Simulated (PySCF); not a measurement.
C₆H₆O, SMILES C#C[C@@H]1CC=CO1.

The structure is a stationary point at B3LYP-D3(BJ)/def2-SVP. The structure was generated by enumeration; whether it is a known compound was not checked. The values are those of a single conformer.

All values below come from TDDFT-PBE/def2-SVPD (PySCF).

Vertical excitations. 

| state | energy (eV) | λ (nm) | f | main pairs |
|---|---|---|---|---|
| S1 | 4.53 | 274 | 0.004 | HOMO→LUMO 87 % |
| S2 | 4.96 | 250 | 0.002 | HOMO→LUMO+1 54 %, HOMO→LUMO+2 45 % |
| S3 | 5.48 | 226 | 0.002 | HOMO→LUMO+3 100 % |
| S4 | 5.92 | 210 | 0.082 | HOMO→LUMO+2 38 %, HOMO→LUMO+1 27 %, HOMO→LUMO+5 11 %, HOMO→LUMO 8 % |
| S5 | 6.02 | 206 | 0.002 | HOMO−1→LUMO 99 % |
| S6 | 6.09 | 204 | 0.004 | HOMO→LUMO+4 99 % |
| S7 | 6.30 | 197 | 0.006 | HOMO→LUMO+5 55 %, HOMO→LUMO+6 44 % |
| S8 | 6.39 | 194 | 0.010 | HOMO−2→LUMO 41 %, HOMO→LUMO+6 23 %, HOMO−1→LUMO+1 13 %, HOMO→LUMO+5 13 % |
| S9 | 6.46 | 192 | 0.030 | HOMO−1→LUMO+1 23 %, HOMO→LUMO+6 22 %, HOMO→LUMO+5 17 %, HOMO−2→LUMO 17 % |
| S10 | 6.57 | 189 | 0.011 | HOMO−1→LUMO+2 47 %, HOMO−1→LUMO+1 25 %, HOMO−2→LUMO+1 10 %, HOMO−2→LUMO 8 % |
| T1 | 3.91 | 317 | 0 | HOMO→LUMO 65 %, HOMO→LUMO+1 18 %, HOMO→LUMO+2 15 % |
| T2 | 4.55 | 272 | 0 | HOMO→LUMO+1 41 %, HOMO→LUMO 34 %, HOMO→LUMO+2 23 % |
| T3 | 4.89 | 253 | 0 | HOMO→LUMO+2 60 %, HOMO→LUMO+1 39 % |
| T4 | 5.22 | 238 | 0 | HOMO−2→LUMO 60 %, HOMO−1→LUMO+1 14 % |
Triplets are in the Tamm–Dancoff approximation, which puts them higher than full response would, so one can lie above its singlet here.
